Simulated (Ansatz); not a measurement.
C₁₀H₁₀Cl₄N₂Sn⁺ (relaxed from a model of cis-Sn(py)2Cl4, whose bonding it doesn't keep). Total charge 1; doublet. Geometry PBE-D4/def2-SVP, that of the neutral singlet; atoms count from 1.

Cartesian coordinates in Å:
```
Sn 1.932 -0.419 -1.193
N 0.707 1.439 -0.350
C 0.323 1.514 0.938
C -0.366 2.627 1.434
C -0.642 3.692 0.564
C -0.220 3.607 -0.771
C 0.454 2.457 -1.196
H 0.616 0.665 1.576
H -0.669 2.655 2.490
H -1.178 4.583 0.925
H -0.407 4.422 -1.485
H 0.803 2.320 -2.231
Cl 2.833 -2.543 -1.853
N 0.148 -1.622 -0.175
C -1.142 -1.340 -0.436
C -2.184 -2.080 0.134
C -1.865 -3.150 0.983
C -0.517 -3.443 1.232
C 0.469 -2.651 0.633
H -1.318 -0.519 -1.149
H -3.227 -1.821 -0.097
H -2.662 -3.754 1.443
H -0.221 -4.278 1.883
H 1.546 -2.818 0.794
Cl 3.509 1.165 -2.069
Cl 2.890 -0.500 1.062
Cl 0.388 -0.207 -3.086
```

In the def2 sets Sn takes a core potential; there is no spin–orbit coupling. Single mean-field runs in def2-TZVP are fitted with def2-universal-jkfit.

Problem. Estimate the Mulliken populations from the PBE0/def2-TZVP orbitals of Ansatz.

Solution. 
| atom | charge (e) | spin (α − β) |
| --- | --- | --- |
| Sn1 | 0.83 | -0.05 |
| N2 | -0.17 | 0.00 |
| C3 | -0.01 | 0.01 |
| C4 | -0.09 | 0.03 |
| C5 | -0.11 | -0.01 |
| C6 | -0.10 | 0.01 |
| C7 | 0.00 | 0.03 |
| H8 | 0.18 | 0.00 |
| H9 | 0.18 | 0.00 |
| H10 | 0.18 | 0.00 |
| H11 | 0.18 | 0.00 |
| H12 | 0.19 | 0.00 |
| Cl13 | -0.15 | 0.23 |
| N14 | -0.17 | 0.01 |
| C15 | -0.01 | 0.01 |
| C16 | -0.09 | 0.03 |
| C17 | -0.11 | -0.01 |
| C18 | -0.10 | 0.01 |
| C19 | 0.00 | 0.03 |
| H20 | 0.18 | 0.00 |
| H21 | 0.18 | 0.00 |
| H22 | 0.18 | 0.00 |
| H23 | 0.18 | 0.00 |
| H24 | 0.19 | 0.00 |
| Cl25 | -0.15 | 0.23 |
| Cl26 | -0.20 | 0.22 |
| Cl27 | -0.20 | 0.22 |
Mulliken values depend strongly on the basis.

Problem. Where does the spin sit?

Solution. Summed by element: Sn -0.05, N 0.01, C 0.14, H -0.01, Cl 0.91, of 1 unpaired in all. Largest on single atoms: Cl25 0.23, Cl13 0.23, Cl27 0.22.

Problem. And the Mayer bond orders between heavy atoms (over 0.3)?

Solution. Sn1–N2 0.50 (2.38 Å); Sn1–Cl13 0.90 (2.40 Å); Sn1–N14 0.50 (2.38 Å); Sn1–Cl25 0.90 (2.40 Å); Sn1–Cl26 0.83 (2.45 Å); Sn1–Cl27 0.83 (2.45 Å); N2–C3 1.32 (1.35 Å); N2–C7 1.29 (1.35 Å); C3–C4 1.45 (1.40 Å); C4–C5 1.43 (1.40 Å); C5–C6 1.45 (1.40 Å); C6–C7 1.46 (1.40 Å); N14–C15 1.32 (1.35 Å); N14–C19 1.29 (1.35 Å); C15–C16 1.45 (1.40 Å); C16–C17 1.43 (1.40 Å); C17–C18 1.45 (1.40 Å); C18–C19 1.46 (1.40 Å).
